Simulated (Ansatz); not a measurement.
`F[SiH2][O][ZnH]` + `BS` → `B[S][ZnH]` + `O[SiH2]F` at 600 K and 1 bar (ligand exchange at a Zn–O bond).

Program: Ansatz. Geometries: PBE0-D4/def2-TZVP. ΔE: electronic, gas phase. CCSD(T)/CBS is the MP2 limit (def2-TZVPP, def2-QZVPP) plus CCSD(T) − MP2 in def2-TZVPP, frozen cores. This one scheme is used for every species. For Zn outer-core shells are correlated without core-valence functions, which leaves a few kJ/mol of doubt a bond. Scalar relativity is left out up to krypton. Each species was taken in one conformer, which may not be the lowest.

```tsv
species	CCSD(T)/CBS energy (Eh)	H − E (kJ/mol)	S (J/(mol·K))
`F[SiH2][O][ZnH]`	-2244.35972	131.6	413.5
`BS`	-424.38198	108.7	286.1
`B[S][ZnH]`	-2202.78318	117.6	366.2
`O[SiH2]F`	-465.96250	127.7	331.4
```

H − E and S are ideal-gas, rigid-rotor, harmonic terms from PBE0-D4/def2-TZVP, for one conformer and one mirror image of each species. 1 Eh = 2625.50 kJ/mol, R = 8.31446 J/(mol·K).

Question: By hand: ΔE, ΔH, ΔS and ΔG.

Answer: ΔE = (-2202.78318) + (-465.96250) − (-2244.35972) − (-424.38198) = -0.00398 Eh = -10.4 kJ/mol. Δ(H − E) = 117.6 + 127.7 − 131.6 − 108.7 = 5.0, so ΔH = -5.4 kJ/mol. ΔS = 366.2 + 331.4 − 413.5 − 286.1 = -2.0 J/(mol·K). ΔG = -5.4 − 600 × (-2.0)/1000 = -4.2 kJ/mol.

Question: By hand: the equilibrium constant, and the temperature at which ΔG would vanish if ΔH and ΔS stayed fixed.

Answer: log₁₀ K = −ΔG/(RT ln 10) = 0.4. ΔG = 0 at ΔH/ΔS = 2700 K, far beyond where these terms or the molecules hold.

The number of gas molecules stays the same, so ΔS is small and ΔH decides. The sign of ΔG lies within the doubt. A doubt of 5 kJ/mol in ΔE shifts log₁₀ K by 0.4 here. Other conformers and mirror images would add mixing entropy, several J/(mol·K) or more a flexible species. Modes under 60 cm⁻¹, often nearly free rotors, make the harmonic entropy too high. These are equilibria of isolated gas molecules and say nothing of rates. Largest T1 diagnostic: 0.017 (customary marks: 0.02 for closed shells, 0.045 for open ones).
